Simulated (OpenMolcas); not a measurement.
Ti2+.

```yaml
Program: OpenMolcas
Method: CASSCF
Basis: ANO-RCC-VQZP [7s6p4d3f2g1h]
Scalar_Hamiltonian: DKH2, point nucleus
Active_space: 2 electrons in 10 orbitals (3d 4d)
State_averaging: 2S+1 = 3 even, 10 roots; 2S+1 = 1 even, 15 roots
Spin-orbit_coupling: RASSI with atomic mean-field integrals over the reference wave functions, term energies averaged over their components
```

Levels without dynamic correlation, in cm⁻¹ above 3d² ³F₂:

```
  Level      E
3d² ¹G₄  16730
3d² ¹D₂  10861
3d² ³P₀  13060
3d² ¹S₀  39582
```

On this reference, SS-CASPT2, IPEA 0.25 Eh, imaginary shift 0.1 Eh (closed shells correlated: 3s 3p) puts 3d² ¹G₄ at 14440 cm⁻¹.

**Question.** Estimate the other levels at that method by one scale factor, and say how well it serves.

**Answer.** The factor is 14440 / 16730 = 0.863. Scaled values beside those that SS-CASPT2 gives and measured ones (Corliss and Sugar, J. Phys. Chem. Ref. Data 8, 1 (1979)):
| Level | Scaled | SS-CASPT2 | Miss (%) | Measured |
| --- | --- | --- | --- | --- |
| 3d² ¹D₂ | 9373 | 8130 | +15.3 | 8474 |
| 3d² ³P₀ | 11271 | 11070 | +1.8 | 10538 |
| 3d² ¹S₀ | 34159 | 32460 | +5.2 | 32476 |
For these levels the scaled values miss SS-CASPT2 by up to 15.3 %, as correlation changes each term by its own factor, spin-orbit parts do not scale and CASPT2 has its own spread within terms. This holds within one configuration; levels of others move differently, and the target method has errors of its own against measurement.

Term energies are means over components that CASPT2 splits; among the terms shown or strongly mixed into the levels shown the widest spread is 630 cm-1 (3d² ³F, SS-CASPT2). Active for correlation alone: 4d; no level in the range computed is led by a configuration that fills it, so any true level of that kind is missing. Without dynamic correlation excited terms often stand tens of per cent too high (terms of higher spin than the ground term too low), and those without a measured partner can miss by more than the paired ones (holds for CASSCF). Computed and measured levels are paired by configuration, term and J; levels that our copy of the source lacks, or whose pairing is in doubt (as where it misses far off the trend of its configuration), stay unpaired and out of the deviations. Only configurations of the active space appear.
